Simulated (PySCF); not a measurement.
Match the calculated data to a structure.

All candidates are C5H18Si4.

* 1H NMR: chemical shifts (computed TMS as zero) by class: 3.90 (2 H), 3.56 (6 H), 2.96 (1 H), 1.69 (2 H), 1.58 (2 H), 1.49 (2 H), 0.97 (2 H), 0.63 (1 H) ppm [GIAO CAM-B3LYP/pcSseg-1]
* Dipole: 1.03 D [CAM-B3LYP/pcSseg-1]
* Rotational structure: rotational constants A, B, C: 1.089, 0.454, 0.422 GHz [PBE0-D3(BJ)/def2-SVP]
* NMR, other nuclei: isotropic shieldings of nuclei other than C and H, by class: 398 (1 Si), 445 (2 Si), 475 (1 Si) ppm [GIAO CAM-B3LYP/pcSseg-1]
* 13C NMR: chemical shifts (computed TMS as zero) by class: 33.5 (2 C), 29.4 (2 C), 23.2 (1 C) ppm [GIAO CAM-B3LYP/pcSseg-1]

Gas-phase values; electronic properties from PySCF, density fitting. Levels stand in brackets. One conformer (not necessarily the lowest) at the PBE0-D3(BJ)/def2-SVP geometry, without solvent, vibrations or thermal averaging. Each NMR value is the plain mean over a class of atoms that symmetry, rotation or inversion makes alike.

Question: Which candidate is it?
A. `C=C[SiH2][Si]([SiH3])([SiH3])CCC`
B. `C[Si]([SiH3])([SiH3])[SiH2]C1CCC1`
C. `CCC(C)(C)[SiH]1[SiH2][SiH2][SiH2]1`
D. `[SiH3][SiH]([SiH3])[SiH2]C1CCCC1`

Answer: D. It is `[SiH3][SiH]([SiH3])[SiH2]C1CCCC1`. Numbering: `[SiH3:1][SiH:2]([SiH3:3])[SiH2:4][CH:5]1[CH2:6][CH2:7][CH2:8][CH2:9]1`. Its formula, C5H18Si4, gives 1 degree of unsaturation: 1 ring and 0 π bonds in the structure found. 5 carbons fall into 3 classes; from least to most shielded: ring CH2 carbon [C6/C9] (33.5 ppm, 2 C, up to 5.7 ppm apart in this geometry), ring CH2 carbon [C7/C8] (29.4 ppm, 2 C, up to 5.0 ppm apart in this geometry), ring sp3 carbon bound to silicon [C5] (23.2 ppm). Hydrogen classes from least to most shielded: 2 H on an SiH2 silicon, Si4 (3.90 ppm), 6 H on 2 SiH3 silicons, Si1/Si3 (3.56 ppm), 1 H on an SiH silicon, Si2 (2.96 ppm), 2 H on 2 ring CH2 carbons, C6/C9 (1.69 ppm), 2 H on 2 ring CH2 carbons, C7/C8 (1.58 ppm), 2 H on 2 ring CH2 carbons, C7/C8 (1.49 ppm), 2 H on 2 ring CH2 carbons, C6/C9 (0.97 ppm), 1 H on an sp3 carbon bound to silicon, C5 (0.63 ppm). The other shieldings belong to: 398 ppm, SiH2 silicon [Si4]; 445 ppm, SiH3 silicon [Si1/Si3]; 475 ppm, SiH silicon [Si2]. The optimised geometry has point group C1 and is an asymmetric top.

The others, at the same levels:
- `C=C[SiH2][Si]([SiH3])([SiH3])CCC` fails: it has 5 carbon classes against 3; its computed 13C shifts are 147.4 (1 C), 141.4 (1 C), 24.9 (1 C), 20.2 (1 C), 12.5 (1 C) ppm, 1H shifts are 6.25 (1 H), 6.22 (1 H), 6.19 (1 H), 4.17 (2 H), 3.46 (6 H), 1.34 (2 H), 1.11 (3 H), 0.61 (2 H) ppm and rotational constant A is 0.695 GHz (against 1.089 GHz).
- `CCC(C)(C)[SiH]1[SiH2][SiH2][SiH2]1` fails: it has 4 carbon classes against 3; its computed 13C shifts are 40.0 (1 C), 29.1 (2 C), 22.9 (1 C), 14.6 (1 C) ppm, 1H shifts are 4.25 (1 H), 3.95 (1 H), 3.84 (2 H), 3.83 (2 H), 3.80 (1 H), 1.21 (2 H), 1.02 (3 H), 1.01 (6 H) ppm and rotational constant A is 1.187 GHz (against 1.089 GHz).
- `C[Si]([SiH3])([SiH3])[SiH2]C1CCC1` fails: it has 4 carbon classes against 3; its computed 13C shifts are 24.7 (2 C), 21.8 (1 C), 16.6 (1 C), -8.2 (1 C) ppm, 1H shifts are 3.78 (2 H), 3.54 (6 H), 2.38 (2 H), 2.06 (1 H), 1.91 (1 H), 1.86 (1 H), 1.47 (2 H), 0.48 (3 H) ppm and rotational constant A is 1.139 GHz (against 1.089 GHz).

Each candidate is one conformer, not necessarily the lowest. The conformers computed, where there is a choice (atom-mapped SMILES and torsion angles):
- `[CH2:1]=[CH:2][SiH2:3][Si:4]([SiH3:5])([SiH3:6])[CH2:7][CH2:8][CH3:9]`: C1–C2–Si3–Si4 -105°, C2–Si3–Si4–Si5 -173°, Si3–Si4–C7–C8 -60°, Si4–C7–C8–C9 179°
- `[CH3:1][CH2:2][C:3]([CH3:4])([CH3:5])[SiH:6]1[SiH2:7][SiH2:8][SiH2:9]1`: C1–C2–C3–C4 -64°, C2–C3–Si6–Si7 -86°
- `[CH3:1][Si:2]([SiH3:3])([SiH3:4])[SiH2:5][CH:6]1[CH2:7][CH2:8][CH2:9]1`: C1–Si2–Si5–C6 -63°, Si2–Si5–C6–C7 50°

The conformers of `[SiH3][SiH]([SiH3])[SiH2]C1CCCC1` aren't listed.
